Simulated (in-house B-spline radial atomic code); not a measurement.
Values are calculated unless marked as measured or tabulated.
Building a PAW p channel for O, r_c = 1.24 bohr

O, [He] 2s2 2p4, non-relativistic PBE, spherical and spin-unpolarised, from an all-electron radial atomic-structure program (B-spline basis) (atomic units; all potentials screened as in the neutral atom).

Two all-electron partial waves φ1, φ2 are integrated outwards at E1 = ε(2p) = -0.332128 and E2 = E1 + 1.5 hartree; φ1 is the bound orbital and φ2 has unit norm inside r_c = 1.2386 bohr. Smooth partners are polynomials, r^2(a0 + a1 r² + a2 r⁴ + a3 r⁶), matched to φ and three derivatives at r_c, with no condition on the norm. The local potential is -7.46452 + (10.7375) r² + (-6.76976) r⁴ + (1.61041) r⁶ inside 1.0141 bohr and the all-electron one outside.

| wave | φ(r_c) | φ'(r_c) | a0 | a1 | a2 | a3 |
| --- | --- | --- | --- | --- | --- | --- |
| 1 | 0.747524 | -0.3691448 | 2.354212 | -2.405467 | 1.026552 | -0.1641509 |
| 2 | 0.03680802 | -2.822653 | 3.9392 | -5.205393 | 2.289937 | -0.3652819 |

Inside r_c the overlaps are <φi φj> = [[0.57891, 0.69880], [0.69880, 1.00000]] and, for the smooth waves, [[0.41934, 0.40262], [0.40262, 0.46241]]. With χj = (Ej − T − V_local) applied to smooth wave j, the program's quadrature gives the matrix B_ij = <smooth i, χj> as [[-0.31406, -0.76370], [-0.31942, -0.80620]].

Q: Check the match of the first wave, and find the augmentation charges q_ij.

A: At r_c the four terms are 3.61167, -5.66140, 3.70653, -0.90927, which sum to 0.7475, φ1(r_c) to rounding. q_ij is the all-electron overlap less the smooth one: [[0.15957, 0.29618], [0.29618, 0.53759]]. The smooth first wave has a norm of 0.4193 inside r_c against 0.5789, and q11 > 0 puts back the missing charge.

Q: B isn't symmetric. Show that D_ij = B_ij + Ej q_ij is.

A: Integrating by parts gives B12 − B21 = (E1 − E2) q12: -0.76370 − (-0.31942) = -0.44428, and −1.5 × (0.29618) = -0.44428. So D12 = -0.76370 + (1.167872)(0.29618) = -0.41779 and D21 = -0.31942 + (-0.332128)(0.29618) = -0.41779; D11 = -0.36706, D22 = -0.17836. The projectors, p = (B⁻¹)ᵀ χ, are dual to the smooth waves; det B = 0.0093.

Solving (T + V_local + Σ p D p) ψ = E (1 + Σ p q p) ψ in a sphere of 9 bohr gives these levels:

| all-electron | one projector | two projectors |
| --- | --- | --- |
| -0.332125 | -0.332125 | -0.332125 |
| 0.084090 | 0.084706 | 0.084091 |
| 0.340005 | 0.343129 | 0.340008 |
| 0.740356 | 0.750672 | 0.740359 |
| 1.272740 | 1.298090 | 1.272740 |

Q: What does the second projector gain?

A: With one projector the errors are 0.00, +0.62, +3.12, +10.32, +25.35 millihartree. With two the errors are 0.00, 0.00, 0.00, 0.00, 0.00 millihartree. The scattering is exact at E1 and at E2 = 1.168, and over all levels compared the largest error is under 0.01 millihartree. The lowest eigenvalue of the overlap operator is 1 with one and 0.9294 with two projectors. The smooth orbital alone needs a cutoff of 19.2 hartree for 1 millihartree of kinetic energy, against 38.4 for a norm-conserving Troullier-Martins orbital of the same radius; part of the gain comes from giving up the norm, part from the simpler form.
